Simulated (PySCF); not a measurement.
Numbering as in the mapped SMILES `[CH2:1]=[C:2]([CH2:3][F:4])[C:5](=[O:6])[O-:7]` (H(Xn): hydrogen on atom n). Ha(C1) is cis to C3; Hb(C1) is trans to C3.

Geometry: GFN2-xTB; GIAO shifts from PySCF 2.14, gas phase, non-relativistic, averaged over equivalent atoms.

At PBE0/pcSseg-1 (139 basis functions, of the order of 30 core-seconds):
```csv
atoms,δ (ppm)
C5,164.6
C2,162.2
C1,107.9
C3,92.7
F4,-259.5
O7,322.5
O6,314.8
Hb(C1),5.76
H(C3),5.50
Ha(C1),4.82
```

Referencing at the same level of theory: 13C (σ = 186.93 ppm) and 1H (σ = 31.72 ppm) against TMS; 19F (σ = 170.95 ppm) vs CFCl3; H2O for 17O (σ = 336.08 ppm).

**Question.** What do these become at PBE0/aug-pcSseg-1?

**Answer.** 
```
 atoms  δ at PBE0/aug-pcSseg-1  change
    C5                   168.0    +3.4
    C2                   165.4    +3.2
    C1                   109.7    +1.8
    C3                    94.0    +1.3
    F4                  -255.8    +3.7
    O7                   311.2   -11.3
    O6                   298.8   -16.0
Hb(C1)                    6.11   +0.35
 H(C3)                    5.76   +0.26
Ha(C1)                    5.00   +0.18
```

Shifts are taken against calculated references (same method and geometry level): 13C (σ = 187.35 ppm), 1H (σ = 31.66 ppm) vs TMS; 19F (σ = 165.60 ppm) against CFCl3; 17O (σ = 325.18 ppm) against H2O.

The largest change is at O6 (carboxylate oxygen). Cost: 218 basis functions, roughly 60 core-seconds. The order of the carbon signals is the same at both levels.

Unscaled 19F shifts against computed CFCl3 carry errors that often reach 10 to 50 ppm. Unscaled 17O shifts of doubly bonded oxygen tend to come out too high, by tens of ppm or more. Experimental scales use liquid or dissolved standards, which lie at an offset from isolated H2O (liquid H2O: subtract about 36 ppm).
